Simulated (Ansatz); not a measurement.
`C[O][Sn]([Cl])([Cl])[Cl]` and `O[Si](O)(O)[O][Sn]([Cl])([Cl])[Cl]` differ in one atom or group.

Ansatz, PBE0-D4/def2-TZVP geometries, multiplicity 1. Each molecule was computed in one conformer, which needn't be the lowest.

Elements past krypton have def2 core potentials.

| property | `C[O][Sn]([Cl])([Cl])[Cl]` |
| --- | --- |
| LUMO energy (PBE0/def2-TZVPP) / eV | -2.74 |
| LUMO energy (ωB97M-V/def2-TZVPP) / eV | -0.67 |
| size of the dipole moment (ωB97M-V/def2-TZVPP) / D | 1.49 |
| LUMO energy (B3LYP/def2-TZVPP) / eV | -3.03 |
| size of the dipole moment (PBE/def2-TZVPP) / D | 1.57 |
| HOMO–LUMO gap (B3LYP/def2-TZVPP) / eV | 5.44 |

What does the change do to each property? (An estimate is asked.)

The calculation gave: 
```json
{"property": "LUMO energy (PBE0/def2-TZVPP) / eV", "`O[Si](O)(O)[O][Sn]([Cl])([Cl])[Cl]`": "-2.66", "shift": "0.08"}
{"property": "LUMO energy (ωB97M-V/def2-TZVPP) / eV", "`O[Si](O)(O)[O][Sn]([Cl])([Cl])[Cl]`": "-0.60", "shift": "0.07"}
{"property": "size of the dipole moment (ωB97M-V/def2-TZVPP) / D", "`O[Si](O)(O)[O][Sn]([Cl])([Cl])[Cl]`": "2.08", "shift": "0.59"}
{"property": "LUMO energy (B3LYP/def2-TZVPP) / eV", "`O[Si](O)(O)[O][Sn]([Cl])([Cl])[Cl]`": "-2.96", "shift": "0.07"}
{"property": "size of the dipole moment (PBE/def2-TZVPP) / D", "`O[Si](O)(O)[O][Sn]([Cl])([Cl])[Cl]`": "2.16", "shift": "0.59"}
{"property": "HOMO–LUMO gap (B3LYP/def2-TZVPP) / eV", "`O[Si](O)(O)[O][Sn]([Cl])([Cl])[Cl]`": "6.12", "shift": "0.68"}
```

With PBE0 the HOMO falls by 0.64 eV and the LUMO rises by 0.08 eV, so the gap widens by about 0.72 eV. PBE moves the HOMO by -0.51 eV and ωB97M-V by -0.59 eV. The zero-point energy changes by 18.1 kJ/mol with +9 modes. Dipoles are sizes alone; their direction can turn.

B3LYP here is the variant with VWN-RPA as its local correlation; programs differ in this.
